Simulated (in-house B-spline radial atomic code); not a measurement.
In⁺. Computed with a B-spline radial atomic code. Model: non-relativistic spherical atom: semilocal Troullier-Martins pseudo-atom, one channel per l, against all electrons, high spin, G0W0 and RPA with empty states to l = 8, local potential for every l without a channel, a model core (radius 0 = none) keeps its share of the functional.

Without relativity these are model numbers for so heavy an element.

What the tables leave out is listed at the end.

The pseudopotential gives back the lowest level of each angular momentum of its own functional in the configuration it was made in; a second state of the same l is only approximately right. Exact exchange, RPA and GW see the smooth pseudo-orbitals and miss the exchange with the core, for which the functional's share stands in. The column with an uncorrelated core keeps all orbitals and exact exchange, and so separates missing core correlation from pseudisation. Only the three outermost levels and the lowest empty one were computed. RPA here is direct RPA, with no exchange kernel, and its energies carry an (l + 1/2)⁻⁴ tail. A hybrid on a potential with a model core restores only its own semilocal share of the core's exchange.

Command:
```bash
python run_psgw.py task.json out
```
Settings (lengths in bohr, energies in hartree):
```
Z                      49
electrons              48
configuration          [Kr] 4d10 5s2
generated_in           [Kr] 4d10 5s2 5p1
functional             pbe,pbe
core_shells            7
radius_factor          1
core_correction        True
ion_configuration      [Kr] 4d10 5s1
```

Cost of the run: 79 s on 1 thread of Arm Neoverse N1 (shared host).

Given: made with PBE; model core radius 0.576 bohr; local radius 1.042 bohr; mean-field start PBE.

Valence shells of the generating configuration: 4p, 4d, 5s, 5p.

Channel: s 2.253, p 0.828, d 0.933 (radii in bohr).

Computed: largest level miss in the spin-unpolarised generating configuration 0.032 eV; valence RPA correlation energy all-electron orbitals -1.1671 hartree; valence RPA correlation energy pseudo -1.3341 hartree; all-electron RPA polarisability, core included 22.166 bohr³; ionisation by mean-field all-electron 18.126 eV; ionisation by mean-field pseudo minus all 0.026 eV; ionisation by RPA all-electron 18.463 eV.

```csv
level,occupied,mean-field all-electron (eV),mean-field pseudo minus all (eV),G0W0 all-electron (eV),G0W0 uncorrelated core minus all (eV),G0W0 pseudo minus all (eV),exchange self-energy all-electron (eV),exchange self-energy pseudo (eV)
5s,1,-14.23,-0.02,-18.319,-0.019,-0.959,-13.174,-13.38
5p (empty),0,-8.4685,-0.065,-5.9044,0.014,0.055,-3.8851,-3.1582
```

Task: What is the pseudo-atom RPA polarisability?

Result: 22.176 bohr³.

Task: What is the ionisation by RPA pseudo minus all?

Result: 0.956 eV.

Given: mean-field start PBE0.

Computed: valence RPA correlation energy pseudo -1.2742 hartree; all-electron RPA polarisability, core included 20.093 bohr³; pseudo-atom RPA polarisability 18.736 bohr³; ionisation by mean-field all-electron 17.832 eV; ionisation by RPA all-electron 18.287 eV; ionisation by RPA pseudo minus all 1.042 eV.

| level | occupied | mean-field all-electron (eV) | mean-field pseudo minus all (eV) | G0W0 all-electron (eV) | G0W0 uncorrelated core minus all (eV) | G0W0 pseudo minus all (eV) | exchange self-energy all-electron (eV) | exchange self-energy pseudo (eV) |
| --- | --- | --- | --- | --- | --- | --- | --- | --- |
| 5s | 1 | -15.015 | -0.358 | -18.26 | -0.016 | -1.065 | -12.997 | -13.834 |
| 5p (empty) | 0 | -7.6793 | 0.117 | -5.8614 | 0.013 | 0.183 | -3.6236 | -2.9083 |

Task: What is the ionisation by mean-field pseudo minus all?

Result: 0.425 eV.

Task: What is the valence RPA correlation energy all-electron orbitals?

Result: -1.1089 hartree.

Among the listed levels the largest G0W0 shift of the pseudo-atom is -1.06 eV, for 5s on the PBE0 start, while leaving the core uncorrelated moves that level by -0.02 eV. So pseudisation and the lost core exchange, not the missing core correlation, make the error. Not in the tables (levels of low weight, unsolved or above zero; the highest and the empty levels are kept at any weight): on PBE the G0W0 levels 4d (pseudo minus all +0.93 eV, weights 0.26 and 0.74), 4p (pseudo minus all +0.07 eV, weights 0.34 and 0.18); on PBE0 the G0W0 levels 4d (pseudo minus all +1.59 eV, weights -0.02 and 0.77), 4p (pseudo minus all +3.75 eV, weights 0.03 and 0.29); no Hartree-Fock pseudo-atom is run with a model core.
